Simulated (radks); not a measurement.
Problem. Pt+, 77 electrons, occupied as [Xe] 4f14 5d8 5f1 (not the ground configuration). Calculated with a radial shooting solver on a logarithmic mesh with Libxc functionals: scalar-relativistic Kohn-Sham, BLYP, spin-unpolarised, spherical densities, finite nucleus; Fermi nuclear charge, rms radius 5.427 fm. Some entries of the table are withheld. Estimate them.

orbital,occ.,eigenvalue (eV),<1/r> (bohr^-1)
1s,2,-78421.71,93.91
2s,2,-13792.08,22.01
2p,6,-11959.52,19.67
3s,2,-3252.762,8.160
3p,6,-2718.833,7.465
3d,10,-2138.645,7.032
4s,2,-712.2727,(1)
4p,6,(2),3.158
4d,10,-324.0691,2.826
5s,2,-119.0244,1.420
4f,14,-87.3637,2.390
5p,6,-73.0924,1.205
5d,8,-22.1277,0.8359
5f,1,-2.3382,0.1367

Solution. 
(1) 4s <1/r> (bohr^-1): 3.492
(2) 4p eigenvalue (eV): -537.1009
